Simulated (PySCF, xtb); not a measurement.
C₄H₆OSe, SMILES C=C1CO[C@H]1[SeH].

GFN2-xTB (xtb) at its own geometry gives an orbital gap of 3.34 eV and a dipole moment of 2.51 D.

The structure is a stationary point at PBE0-D3(BJ)/def2-SVP. The structure was generated by enumeration; whether it is a known compound was not checked. The values are those of a single conformer.

Task: What does PBE/def2-TZVP in PySCF give? (Estimate from the structure and the level; the computed values follow.)

Result: gap 3.96 eV (levels -5.59 and -1.64 eV), dipole 1.72 D.
